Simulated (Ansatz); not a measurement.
Input file for `OCB(F)S`:

```yaml
crystal:
  periodic: [false, false, false]
  atoms:
    - {symbol: O, position_ang: [-0.283594, -1.659310, -0.882534]}
    - {symbol: C, position_ang: [-0.204392, -0.705004, 0.156212]}
    - {symbol: B, position_ang: [0.248371, 0.728143, -0.298730]}
    - {symbol: F, position_ang: [0.344223, 0.975153, -1.604729]}
    - {symbol: S, position_ang: [0.616209, 2.100466, 0.807454]}
    - {symbol: H, position_ang: [-0.349702, -1.196182, -1.721557]}
    - {symbol: H, position_ang: [0.489067, -1.086495, 0.915789]}
    - {symbol: H, position_ang: [-1.175368, -0.612117, 0.672038]}
    - {symbol: H, position_ang: [0.403686, 1.409046, 1.938858]}
basis:
  gaussian: {orbitals: def2-TZVPP}
correlation: {method: ccsd_t}
output: {orbitals: {seedname: orbitals}}
```

```sh
$ ansatz run in.yaml --threads 2 --pin off --events-out ev --progress --plain --max-ram 4352MiB
```

Log, shortened:

```
Functional definition: HF
1353 factors; integrals over basis functions are off by at most 1.4e-3 eV
mean field evaluation 1: about -17327.7593 eV, gradient 3.9e1 eV
mean field evaluation 2: about -17327.9825 eV, gradient 3.9e1 eV
mean field evaluation 4: about -17331.2104 eV, gradient 4.0e0 eV
mean field evaluation 8: about -17331.2741 eV, gradient 2.9e-1 eV
mean field -17331.27456803 eV, -636.9125928153 hartree, gradient 4.4e-6 eV, S^2 0.000000; 0 other end points of the search recorded, 0 dependent functions left out
9 core orbitals not correlated: weight in the atoms' cores, before any rotation towards them, 1.000 or more for the frozen orbitals, at most 0.000 for the correlated occupied ones
reference -17331.27456803 eV, -636.9125928153 hartree; 15, 15 occupied and 198, 198 virtual orbitals, 1353 factors
second order -25.33925999 eV of doubles, -0.00000000 eV of singles
cycle   1  -25.62834143 eV  change   -2.9e-1 eV  update   1.0e-1
cycle   2  -26.18033741 eV  change   -5.5e-1 eV  update   3.0e-2
cycle   3  -26.30909396 eV  change   -1.3e-1 eV  update   1.6e-2
cycle   4  -26.29644125 eV  change    1.3e-2 eV  update   3.9e-3
cycle   5  -26.29368340 eV  change    2.8e-3 eV  update   1.7e-3
cycle   6  -26.29435983 eV  change   -6.8e-4 eV  update   5.8e-4
cycle   7  -26.29400309 eV  change    3.6e-4 eV  update   2.1e-4
cycle   8  -26.29391891 eV  change    8.4e-5 eV  update   7.6e-5
cycle   9  -26.29395600 eV  change   -3.7e-5 eV  update   3.4e-5
cycle  10  -26.29396522 eV  change   -9.2e-6 eV  update   1.1e-5
perturbative correction -0.99391003 eV, -0.0365255198 hartree
Total energy: -17358.56244328 eV, -637.9154037343 hartree
```

It took 3.1 min on 2 threads of an Arm Neoverse V1 on a shared host, with 3.6 GiB of host memory at the peak.

MP2 recovers 92.9 % of the CCSD(T) correlation energy and the triples give 3.6 %; T1 = 0.0125.
